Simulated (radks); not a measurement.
Species: Mo III. Configuration: [Kr] 4d4. Calculated with a radial shooting solver on a logarithmic mesh with Libxc functionals: Dirac Kohn-Sham, BLYP, spin-unpolarised, spherical densities, finite nucleus; open shells fill j = l - 1/2 first; Fermi nuclear charge, rms radius 4.4091 fm.

Unscreened Slater integrals over Kohn-Sham orbitals (eV). Large and small components are both included. Empty in this configuration: 4d5/2.

integral          value
F0(4d3/2,4d3/2)  14.278
F2(4d3/2,4d3/2)  7.0860
F0(4d3/2,4p3/2)  16.407
F2(4d3/2,4p3/2)  7.8918
G1(4d3/2,4p3/2)  9.7738
G3(4d3/2,4p3/2)  5.9319
F0(4d3/2,4p1/2)  16.539
G1(4d3/2,4p1/2)  9.6557
F0(4d3/2,4s1/2)  17.000
G2(4d3/2,4s1/2)  6.8914
F0(4d3/2,4d5/2)  14.212
F2(4d3/2,4d5/2)  7.0527
G2(4d3/2,4d5/2)  7.0506
G4(4d3/2,4d5/2)  4.5758
F0(4p3/2,4p3/2)  19.810
F2(4p3/2,4p3/2)  10.395
F0(4p3/2,4p1/2)  20.051
G2(4p3/2,4p1/2)  10.502
F0(4p3/2,4s1/2)  20.885
G1(4p3/2,4s1/2)  14.080
F0(4p3/2,4d5/2)  16.306
F2(4p3/2,4d5/2)  7.8139
G1(4p3/2,4d5/2)  9.6473
G3(4p3/2,4d5/2)  5.8538
F0(4p1/2,4p1/2)  20.303
F0(4p1/2,4s1/2)  21.176
G1(4p1/2,4s1/2)  14.401
F0(4p1/2,4d5/2)  16.436
G3(4p1/2,4d5/2)  5.7741
F0(4s1/2,4s1/2)  22.182
F0(4s1/2,4d5/2)  16.886
G2(4s1/2,4d5/2)  6.7734
F0(4d5/2,4d5/2)  14.147
F2(4d5/2,4d5/2)  7.0206
F4(4d5/2,4d5/2)  4.5559
